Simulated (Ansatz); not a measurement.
Start from `[F][GeH]([Cl])[O][SiH3]` and change one atom or group to get `C[NH][GeH]([F])[Cl]`.

Ansatz, PBE0-D4/def2-TZVP geometries, multiplicity 1. Each molecule was computed in one conformer, which needn't be the lowest.

Scalar relativity is left out up to krypton.

```
                                                                                  property  `[F][GeH]([Cl])[O][SiH3]`
                                                       HOMO energy (B3LYP/def2-TZVPP) / eV                      -8.93
ideal-gas entropy at 298 K and 1 bar (rigid rotor, harmonic PBE0-D4/def2-TZVP) / J/(mol·K)                        397
                                        size of the dipole moment (ωB97M-V/def2-TZVPP) / D                       1.46
                                                      HOMO–LUMO gap (PBE0/def2-TZVPP) / eV                       8.53
                                                   HOMO–LUMO gap (ωB97M-V/def2-TZVPP) / eV                      12.74
                                                        LUMO energy (PBE0/def2-TZVPP) / eV                      -0.62
```

Question: What does the change do to each property? (An estimate is asked.)

Answer: The calculation gave: 
```csv
property,`C[NH][GeH]([F])[Cl]`,shift
HOMO energy (B3LYP/def2-TZVPP) / eV,-7.30,1.63
"ideal-gas entropy at 298 K and 1 bar (rigid rotor, harmonic PBE0-D4/def2-TZVP) / J/(mol·K)",368,-29
size of the dipole moment (ωB97M-V/def2-TZVPP) / D,2.73,1.27
HOMO–LUMO gap (PBE0/def2-TZVPP) / eV,7.56,-0.97
HOMO–LUMO gap (ωB97M-V/def2-TZVPP) / eV,11.82,-0.92
LUMO energy (PBE0/def2-TZVPP) / eV,0.03,0.65
```

With PBE0 the HOMO rises by 1.62 eV and the LUMO rises by 0.65 eV, so the gap narrows by about 0.97 eV. PBE moves the HOMO by 1.57 eV and ωB97M-V by 1.59 eV. The zero-point energy changes by 64.8 kJ/mol with +3 modes. Dipoles are sizes alone; their direction can turn. Modes under 60 cm⁻¹, often nearly free rotors, make the harmonic entropy too high.

B3LYP here is the variant with VWN-RPA as its local correlation; programs differ in this.
